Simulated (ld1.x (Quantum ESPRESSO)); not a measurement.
Before and after: TM potential for bismuth (Bi)

- Element: bismuth
- Generator: ld1.x (Quantum ESPRESSO) 7.5
- Type: norm-conserving Troullier–Martins (Kleinman–Bylander form)
- Functional: PBE
- Relativity: fully relativistic
- Frozen core: [Xe] 4f14 5d10
- Valence charge: 5
- Reference configuration: 6s2 6p3
- Partial waves: 6p (bound): rc 2.05 bohr; 6d channel at 0.1 Ry: rc 2.10 bohr; 6s (bound): rc 1.90 bohr
- Local potential: the s channel
- Core correction: none

Open shells are filled in proportion to 2j + 1 (rel_dist='average').

Change: all radii scaled by about 0.72 (s 1.38, p 1.48, d 1.52 bohr).

Cutoffs: the cutoffs (Ry, on a coarse ladder) from which the occupation-weighted sum of valence levels, in a spherical-Bessel basis at the reference potential, stays within 10 and 1 mRy of its value at 400 Ry; they do not see the model core or the augmentation charge, which bear on the density cutoff. Errors are all-electron minus pseudo energies relative to the spin-unpolarised reference configuration.

Predict the effect on cutoff, ghosts and configuration errors.

The bound ghosts move from d to p; of the 7 tests that both files solve, the error grows in 5 and shrinks in 0 by more than 15 % and 0.3 meV (median size 10.1 → 30.6 meV). That the errors move this way runs against the usual rule that smaller radii transfer better.

```tsv
quantity	base	changed
cutoff, loose	30 Ry	230 Ry
cutoff, tight	50 Ry	over 300 Ry
loose cutoff by channel (10 mRy a level)	p 15 Ry, s 21 Ry	p 200 Ry, s 90 Ry
bound ghosts	d3/2, d5/2	p3/2, p1/2
error for 6s2 6p2, meV [ΔE 8.06 eV]	+1.6	+3.5
error for 6s2 6p1, meV [ΔE 23.48 eV]	+10	+31
error for 6s2 6p0, meV [ΔE 47.05 eV]	+77	+183
error for 6s1 6p4, meV [ΔE 9.86 eV]	+16	+44
error for 6s2 6p2.5, meV [ΔE 3.17 eV]	+0.4	+0.7
error for 6s2 6p3.3, meV [ΔE -1.14 eV]	+0.3	+0.2
error for 6s1 6p0, meV [ΔE 92.44 eV]	+215	+327
```

 A true bound ghost makes a file unfit for plane-wave use even where its test errors are small: the radial tests pick states by their node count and pass the ghost by.
